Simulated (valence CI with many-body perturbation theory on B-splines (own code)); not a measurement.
## Valence orbitals of Cl III

Calculated by configuration interaction combined with many-body perturbation theory (CI+MBPT): five valence electrons over a frozen Dirac-Fock core [Ne], a basis of 9 s, 9 p, 8 d, 6 f, 3 g, 1 h functions for each j, with the one-electron correlation potential Σ1, the two-electron term Σ2, the three-electron term Σ3, Breit, model QED; selected CI, second order for the rest, scaled by the run's own slope (own B-spline code, finite nucleus).

Set against measurement, 24 paired levels are off by 102 cm⁻¹ on average, the worst by 236. These come from a selection out of Moore, Atomic Energy Levels, vol. I, NSRDS-NBS 35 (1971 reprint of NBS Circular 467, 1949), an old analysis. Levels without a partner in it may be off by more. Among the levels kept, up to 1500 cm⁻¹ of a level comes from second order outside the variational space, and about a tenth of that is noise between levels of different J, which matters for small intervals.

These are the spectroscopic orbitals of the CI (the correlating ones are not listed), shaped by the core and the other valence electrons. h is the expectation value of the core's Dirac-Fock operator, without the valence repulsion; Σ1 is computed up to l = 3 at one energy for each symmetry, that of its lowest orbital but kept below the first core excitation, so for empty shells it is not the orbital's own correlation shift; Breit and QED include the response of the core.

```
Orbital  h (hartree)  Σ1 (cm⁻¹)  Breit (cm⁻¹)  QED (cm⁻¹)  ⟨r⟩ (bohr)
  3s1/2      -4.1086      -3372          92.4        60.4       1.452
  4s1/2       -1.863       -589          19.1        12.5       3.596
  5s1/2      -1.0365       -199           6.7         4.4       6.839
  6s1/2     -0.66234      -93.6           3.2         2.1       11.05
  3p1/2      -3.5103      -2849           115        -6.4       1.612
  4p1/2      -1.6024       -491          22.8        -1.2       4.165
  5p1/2     -0.92295       -188           9.0        -0.5       7.706
  6p1/2     -0.60236      -93.6           4.6        -0.2       12.22
  3p3/2      -3.5008      -2816          65.4        -3.3       1.618
  4p3/2      -1.5994       -487          12.9        -0.6       4.174
  5p3/2     -0.92161       -187           5.1        -0.3       7.718
  6p3/2     -0.60165      -93.0           2.6        -0.1       12.24
  3d3/2      -2.5507      -1626           8.0        -1.0       2.166
  4d3/2      -1.2398       -404           2.4        -0.3       5.491
  5d3/2     -0.75982       -184           1.1        -0.1       9.618
  3d5/2      -2.5501      -1621           0.1        -0.8       2.166
  4d5/2      -1.2396       -403           0.1        -0.2       5.492
  5d5/2     -0.75975       -183           0.0        -0.1       9.619
  4f5/2      -1.0556      -22.6           0.0         0.0       5.853
  5f5/2     -0.67692      -14.1           0.0         0.0       10.28
  4f7/2      -1.0556      -22.6           0.0         0.0       5.853
  5f7/2     -0.67692      -14.0           0.0         0.0       10.28
  5g7/2      -0.6606                      0.0         0.0       9.158
  5g9/2      -0.6606                      0.0         0.0       9.158
```

Among the shells of the start configuration 3s2 3p3, Σ1 is largest in size for 3s1/2, where it is 0.37 % of h.

Lowest root of each symmetry, sizes in configuration state functions:

```
  J  Parity  Roots  Reference  Variational  Second order  Change by selected CI (cm⁻¹)  Change by second order (cm⁻¹)
1/2    even     11         40        39976       2704921                        -20885                           -241
3/2    even     15         56        39949       6161099                        -20566                           -551
5/2    even     13         51        39883       5242863                        -20409                           -686
7/2    even      6         29        39972       7016512                        -26177                           -803
9/2    even      3         15        40109       4965297                        -26305                           -698
1/2     odd      5         49        39982       2294965                        -17166                           -378
3/2     odd      8         76        39993       4237037                        -14179                           -448
5/2     odd      5         67        39882       5424247                        -17436                           -645
7/2     odd      2         46        39946       4842982                        -24197                           -733
9/2     odd      1         21        39556       2826953                        -14470                           -252
```
